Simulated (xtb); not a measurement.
C5H13AlO, septet, at a GFN2-xTB geometry of the parent state (such geometries of metal compounds can be far from the true shape) (a higher spin typed on purpose: for a closed-shell molecule this is an excited state); xtb with GFN2-xTB.

Here is a job for xtb.
```
$ xtb mol.xyz --gfn 2 --chrg 0 --uhf 6 --json

# file mol.xyz
20

Al     0.75514463     0.19281173     1.26398557
C     -1.02656718    -0.28478633     2.43658849
H     -0.95638558    -1.36738803     2.46589890
H     -1.95237655     0.02441589     1.96536206
H     -0.92354537     0.13693308     3.42798529
C     -0.07994000     2.20347045     1.45896135
H      0.62461141     2.76590075     0.85476590
H     -0.03538247     2.51278945     2.49505334
H     -1.08286261     2.29369068     1.05789131
O      0.60861867    -0.36009541    -0.29904429
C      0.37426950    -0.77680375    -1.60864576
C      0.12575951     0.43350758    -2.50794583
C     -0.81366965    -1.73723137    -1.64909329
H      1.27192093    -1.30617866    -1.96488046
H     -0.76152008     0.96339275    -2.16834867
H     -0.01578771     0.11836922    -3.53882438
H      0.97475283     1.11122124    -2.45582948
H     -0.62460241    -2.58413830    -0.99350899
H     -1.70833104    -1.22437101    -1.30281581
H     -0.97543379    -2.09936565    -2.66139668
```

Output, abridged:

```
   ID    Z sym.   atoms
    1   13 Al     1
    2    6 C      2, 6, 11-13
    3    1 H      3-5, 7-9, 14-20
    4    8 O      10

           -------------------------------------------------
          |                Calculation Setup                |
           -------------------------------------------------

           -------------------------------------------------
          |                 G F N 2 - x T B                 |
           -------------------------------------------------

          ...................................................
          :                      SETUP                      :
          :.................................................:
          :  # basis functions                  47          :
          :  # atomic orbitals                  46          :
          :  # shells                           28          :
          :  # electrons                        42          :
          :  max. iterations                   250          :
          :  Hamiltonian                  GFN2-xTB          :
          :  restarted?                      false          :
          :  GBSA solvation                  false          :
          :  PC potential                    false          :
          :  electronic temp.          300.0000000     K    :
          :  accuracy                    1.0000000          :
          :  -> integral cutoff          0.2500000E+02      :
          :  -> integral neglect         0.1000000E-07      :
          :  -> SCF convergence          0.1000000E-05 Eh   :
          :  -> wf. convergence          0.1000000E-03 e    :
          :  Broyden damping             0.4000000          :
          :  net charge                          0          :
          :  unpaired electrons                  6          :
          ...................................................

 iter      E             dE          RMSdq      gap      omega  full diag
   1    -21.4481098 -0.214481E+02  0.788E+00    2.31       0.0  T
   2    -21.7219604 -0.273851E+00  0.662E+00    0.31       1.0  T
   3    -21.9298334 -0.207873E+00  0.454E+00    1.15       1.0  T
   4    -21.9320695 -0.223607E-02  0.364E+00    1.02       1.0  T
   5    -21.9167106  0.153589E-01  0.135E+00    1.23       1.0  T
   6    -21.9376401 -0.209295E-01  0.507E-01    1.36       1.0  T
   7    -21.9375324  0.107711E-03  0.299E-01    1.38       1.0  T
   8    -21.9382753 -0.742941E-03  0.177E-01    1.40       1.0  T
   9    -21.9383096 -0.342785E-04  0.673E-02    1.40       1.0  T
  10    -21.9383401 -0.305052E-04  0.408E-02    1.41       1.0  T
  11    -21.9383464 -0.633025E-05  0.336E-02    1.41       1.0  T
  12    -21.9383475 -0.104993E-05  0.199E-02    1.41       1.1  T
  13    -21.9383478 -0.298046E-06  0.502E-03    1.41       4.5  T
  14    -21.9383479 -0.987204E-07  0.122E-03    1.41      18.4  T
  15    -21.9383479 -0.133882E-07  0.106E-03    1.41      21.0  T
  16    -21.9383479 -0.368020E-08  0.331E-04    1.41      67.5  T
  17    -21.9383479 -0.685958E-09  0.128E-04    1.41     174.6  T

   *** convergence criteria satisfied after 17 iterations ***

         :::::::::::::::::::::::::::::::::::::::::::::::::::::
         ::                     SUMMARY                     ::
         :::::::::::::::::::::::::::::::::::::::::::::::::::::
         :: total energy             -21.657112428462 Eh    ::
         :: gradient norm              0.219093987588 Eh/a0 ::
         :: HOMO-LUMO gap              1.408434935084 eV    ::
         ::.................................................::
         :: SCC energy               -21.938260386691 Eh    ::
         :: -> isotropic ES            0.079997734817 Eh    ::
         :: -> anisotropic ES          0.004084042755 Eh    ::
         :: -> anisotropic XC          0.025378864260 Eh    ::
         :: -> dispersion             -0.010733995368 Eh    ::
         :: repulsion energy           0.281147958229 Eh    ::
         :: add. restraining           0.000000000000 Eh    ::
         :: total charge              -0.000000000150 e     ::
         :::::::::::::::::::::::::::::::::::::::::::::::::::::

           -------------------------------------------------
          |                Property Printout                |
           -------------------------------------------------

    * Orbital Energies and Occupations

         #    Occupation            Energy/Eh            Energy/eV
      -------------------------------------------------------------
         1        2.0000           -0.6946077             -18.9012
       ...           ...                  ...                  ...
        12        2.0000           -0.4828031             -13.1377
        13        2.0000           -0.4792296             -13.0405
        14        2.0000           -0.4778767             -13.0037
        15        2.0000           -0.4751424             -12.9293
        16        2.0000           -0.4687539             -12.7554
        17        2.0000           -0.4630947             -12.6014
        18        1.6319           -0.4341915             -11.8150
        19        1.3681           -0.4331647             -11.7870
        20        1.0000           -0.4121877             -11.2162
        21        1.0000           -0.3561844              -9.6923
        22        1.0000           -0.1697602              -4.6194
        23        1.0000           -0.0374411              -1.0188
        24        1.0000           -0.0351106              -0.9554 (HOMO)
        25                          0.0166484               0.4530 (LUMO)
        26                          0.0791852               2.1547
        27                          0.0882071               2.4002
        28                          0.0930682               2.5325
        29                          0.1027445               2.7958
        30                          0.1354619               3.6861
        31                          0.1363315               3.7098
        32                          0.1437607               3.9119
        33                          0.1720039               4.6805
        34                          0.1868579               5.0847
        35                          0.2011394               5.4733
       ...                                ...                  ...
        46                          0.9615919              26.1662
      -------------------------------------------------------------
                  HL-Gap            0.0517590 Eh            1.4084 eV
             Fermi-level           -0.2214349 Eh           -6.0255 eV

     #   Z          covCN         q      C6AA      α(0)
     1  13 Al       2.293    -0.531   138.646    25.409
     2   6 C        3.551    -0.035    22.214     6.889
     3   1 H        0.925     0.081     1.964     2.192
     4   1 H        0.925     0.047     2.363     2.404
     5   1 H        0.925     0.050     2.324     2.384
     6   6 C        3.550    -0.034    22.212     6.889
     7   1 H        0.925     0.082     1.963     2.191
     8   1 H        0.925     0.050     2.324     2.384
     9   1 H        0.925     0.047     2.359     2.402
    10   8 O        1.587    -0.146    16.549     5.490
    11   6 C        3.732     0.098    19.050     6.230
    12   6 C        3.753    -0.101    22.490     6.763
    13   6 C        3.753    -0.102    22.504     6.765
    14   1 H        0.923     0.110     1.698     2.038
    15   1 H        0.925     0.077     2.008     2.216
    16   1 H        0.925     0.043     2.403     2.424
    17   1 H        0.925     0.073     2.058     2.243
    18   1 H        0.925     0.073     2.057     2.243
    19   1 H        0.925     0.077     2.012     2.218
    20   1 H        0.925     0.043     2.414     2.430

 Mol. C6AA /au·bohr⁶  :       3296.596437
 Mol. C8AA /au·bohr⁸  :     101862.452074
 Mol. α(0) /au        :         94.202245

Wiberg/Mayer (AO) data.
largest (>0.10) Wiberg bond orders for each atom

 ---------------------------------------------------------------------------
     #   Z sym  total        # sym  WBO       # sym  WBO       # sym  WBO
 ---------------------------------------------------------------------------
     1  13 Al   1.729 --    10 O    0.827     6 C    0.281     2 C    0.280
                            11 C    0.168
     2   6 C    3.253 --     5 H    0.988     3 H    0.971     4 H    0.970
                             1 Al   0.280
     3   1 H    0.992 --     2 C    0.971
     4   1 H    0.996 --     2 C    0.970
     5   1 H    0.996 --     2 C    0.988
     6   6 C    3.252 --     8 H    0.988     7 H    0.971     9 H    0.970
                             1 Al   0.281
     7   1 H    0.992 --     6 C    0.971
     8   1 H    0.996 --     6 C    0.988
     9   1 H    0.996 --     6 C    0.970
    10   8 O    2.024 --    11 C    0.996     1 Al   0.827
    11   6 C    3.854 --    10 O    0.996    13 C    0.919    12 C    0.913
                            14 H    0.832     1 Al   0.168
    12   6 C    3.894 --    17 H    0.972    15 H    0.967    16 H    0.964
                            11 C    0.913
    13   6 C    3.896 --    18 H    0.971    19 H    0.966    20 H    0.965
                            11 C    0.919
    14   1 H    0.915 --    11 C    0.832
    15   1 H    0.986 --    12 C    0.967
    16   1 H    0.990 --    12 C    0.964
    17   1 H    0.987 --    12 C    0.972
    18   1 H    0.987 --    13 C    0.971
    19   1 H    0.986 --    13 C    0.966
    20   1 H    0.990 --    13 C    0.965
 ---------------------------------------------------------------------------

Topologies differ in total number of bonds
Writing topology from bond orders to xtbtopo.mol

molecular dipole:
                 x           y           z       tot (Debye)
 q only:       -1.187      -0.111      -1.500
   full:       -1.793      -0.001      -1.802       6.463
molecular quadrupole (traceless):
                xx          xy          yy          xz          yz          zz
 q only:       -5.568       0.509       2.372      -5.831       2.837       3.196
  q+dip:       -6.543      -0.189       3.627      -9.050       3.781       2.916
   full:       -6.504      -1.461       3.391     -11.044       5.055       3.113

           -------------------------------------------------
          | TOTAL ENERGY              -21.657112428462 Eh   |
          | GRADIENT NORM               0.219093987588 Eh/α |
          | HOMO-LUMO GAP               1.408434935084 eV   |
           -------------------------------------------------

normal termination of xtb
```
